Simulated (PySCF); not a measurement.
C₃H₆BClS.
Atom-mapped SMILES: `[CH2:1]=[C:2]([Cl:3])[BH:4][S:5][CH3:6]` (hydrogens: H7, H8 on C1; H9 on B4; H10, H11, H12 on C6)

Torsions of this conformer, `[CH2:1]=[C:2]([Cl:3])[BH:4][S:5][CH3:6]`: C1–C2–B4–S5 30°, C2–B4–S5–C6 -175°.

The closed-shell ground state was solved at several levels (PySCF, density fitting, gas phase, non-relativistic). The structure is a single PBE0-D3(BJ)/def2-SVP conformer in the gas phase; no vibrational or solvent corrections.

| level | basis functions | HOMO (eV) | LUMO (eV) | gap (eV) | dipole (D) |
| --- | --- | --- | --- | --- | --- |
| B97-2/pcSseg-1 | 146 | -7.11 | -1.90 | 5.21 | 2.36 |
| B3LYP/cc-pVTZ | 272 | -7.05 | -2.01 | 5.04 | 2.34 |
| B97-D/pcSseg-1 | 146 | -6.17 | -2.59 | 3.58 | 2.34 |
| PBE0/aug-cc-pVDZ | 200 | -7.31 | -1.91 | 5.40 | 2.42 |
| LC-wPBE/pcSseg-1 | 146 | -9.99 | 0.25 | 10.24 | 2.37 |
| KT3/pcSseg-1 | 146 | -6.25 | -2.67 | 3.58 | 2.32 |
| B3LYP/pcSseg-1 | 146 | -7.10 | -2.04 | 5.06 | 2.35 |
| BHandHLYP/pcSseg-1 | 146 | -8.30 | -0.85 | 7.45 | 2.34 |
| PBE0/cc-pVDZ | 122 | -7.20 | -1.72 | 5.48 | 2.34 |
| PBE0/6-31G* | 104 | -7.17 | -1.64 | 5.53 | 2.37 |
| B3LYP/6-31G* | 104 | -6.88 | -1.74 | 5.14 | 2.33 |

(1) Estimate the row for mPW1PW91/pcSseg-1, a basis of 146 functions; the other rows only guide the guess.

(2) How much does the basis alone move the frontier levels among the 3 B3LYP rows?

(3) In the pcSseg-1 basis, how does the gap go with the fixed share of exact exchange?

(4) How far do the dipole and the HOMO energy spread over the levels?

Results:

(1) HOMO -7.38 eV, LUMO -1.90 eV, gap 5.48 eV, dipole 2.38 D.

(2) The HOMO by 0.22 eV and the LUMO by 0.30 eV. By rising basis size (HOMO, LUMO in eV): 6-31G* -6.88, -1.74; pcSseg-1 -7.10, -2.04; cc-pVTZ -7.05, -2.01.

(3) B97-D (0 %) 3.58 eV; KT3 (0 %) 3.58 eV; B3LYP (20 %) 5.06 eV; B97-2 (21 %) 5.21 eV; mPW1PW91 (25 %) 5.48 eV; BHandHLYP (50 %) 7.45 eV. Each rise in the share widens the gap here.

(4) The dipole runs from 2.32 to 2.42 D (mean 2.35 D) and the HOMO from -9.99 to -6.17 eV.
